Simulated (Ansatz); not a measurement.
Isomers of BH4NOSi, relaxed with PBE0-D4/def2-TZVP in Ansatz; electronic energies, one conformer each and not always the lowest. Functionals use def2-TZVPP; CBS adds triple-zeta CCSD(T) − MP2 to the MP2 limit of def2-TZVPP and def2-QZVPP.

Q: Order them by energy at frozen-core CCSD(T)/CBS, lowest first. (An estimate is asked.)
A. `OB1N[SiH2]1`
B. `NB1O[SiH2]1`
C. `N[SiH]1BO1`

A: B (0.0 kcal/mol), C (9.0 kcal/mol), A (10.5 kcal/mol).

Q: How do B2PLYP, r2SCAN-D4, ωB97M-V, HF/CBS(def2) place them (kcal/mol, against `NB1O[SiH2]1`)? (Best estimate.)

A: The calculation gave: 
| isomer | B2PLYP | r2SCAN-D4 | ωB97M-V | HF/CBS(def2) |
| --- | --- | --- | --- | --- |
| `OB1N[SiH2]1` | 11.2 | 11.2 | 10.8 | 10.9 |
| `N[SiH]1BO1` | 10.1 | 10.9 | 9.8 | 9.7 |
